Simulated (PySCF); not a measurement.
Species: C3H15N2PSi2.
Geometry (GFN2-xTB, Å), atoms numbered from 1 in this order:
```
atom  x, y, z in Å
C1    -2.0188   -0.0567   -1.4902
N2    -1.0019   -0.5308   -0.5775
C3    -1.5926   -1.1471    0.5854
C4    -0.0148    0.4946   -0.2407
Si5   -0.5616    1.9060    0.9399
Si6    1.5846   -0.3972    0.3357
N7     1.7433   -1.9481   -0.4008
P8     3.3505    0.8453   -0.2931
H9    -2.6624    0.7212   -1.0527
H10   -2.6475   -0.8971   -1.7868
H11   -1.5420    0.3478   -2.3822
H12   -0.8037   -1.5266    1.2305
H13   -2.2184   -0.4500    1.1650
H14   -2.2156   -1.9835    0.2655
H15    0.2442    0.9766   -1.1924
H16    0.4487    2.9587    0.8466
H17   -1.8592    2.4689    0.5562
H18   -0.6515    1.4212    2.3193
H19    1.5755   -0.6327    1.7930
H20    2.5159   -2.1267   -1.0214
H21    0.9027   -2.3758   -0.7551
H22    3.1703    1.8108    0.6776
H23    4.2496    0.1481    0.4880
```

Computed at PBE0/pcSseg-1 (PySCF, non-relativistic), with Q(14N) = 0.02044 b: N2, 14N (I = 1): χzz = -6.270 MHz, η = 0.077; N7, 14N (I = 1): χzz = -4.607 MHz, η = 0.268.

Problem. Find the zero-field quadrupole resonance frequencies of 14N at N2.

Solution. From ν± = (3/4)|χ|(1 ± η/3) and ν0 = |χ|η/2: ν+ 4.824 MHz, ν− 4.582 MHz, ν0 0.242 MHz (tertiary amine nitrogen).

Problem. Where would the pure quadrupole (NQR) lines of 14N at N7 fall for the rigid, isolated species?

Solution. From ν± = (3/4)|χ|(1 ± η/3) and ν0 = |χ|η/2: ν+ 3.763 MHz, ν− 3.146 MHz, ν0 0.617 MHz (silicon-bound nitrogen).

In a crystal, neighbours and librations shift these lines. GFN2-xTB bond lengths can be off by several hundredths of an ångström, more for odd bonds, and the gradients follow them. The basis is small and wasn't made for field gradients, so the couplings can be 20 % off.

The run behind these numbers computed NMR shieldings as well. Time: 3.0 min wall (with the writing of density and orbital grids); peak memory 1.1 GiB. Hardware: Intel Xeon at 2.50 GHz, one thread, no GPU, shared host with 64 logical CPUs at a one-minute load of 63.

One conformer stands for the species.
